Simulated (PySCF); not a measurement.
Finite-field polarisability of Mg (magnesium, neutral)

[Ne] 3s2, closed-shell 1S. Computed with PySCF 2.14 in x2c-QZVPPall with one added diffuse shell each of s, p, d, f type (10s7p6d3f, 82 functions), with scalar relativity by spin-free X2C-1e. Frozen: 1s2. Energy changes in a uniform field (μhartree):

```csv
axis,F (au),HF,MP2,CCSD,CCSD(T)
x,0.0016,-103.915,-91.592,-91.994,-91.300
x,0.0032,-416.125,-366.709,-368.300,-365.521
```

Derive α along x at CCSD(T) from the two fields.

With ΔE = −αF²/2 − γF⁴/24, α = −(16 ΔE(F) − ΔE(2F))/(6F²) = 71.31 bohr³.

And the mean polarisability at each level?

HF 81.15, MP2 71.53, CCSD 71.85, CCSD(T) 71.31 bohr³. Reference: 71.2 ± 0.4 bohr³ (recommended; Schwerdtfeger and Nagle, table of static dipole polarizabilities (2023 update)).
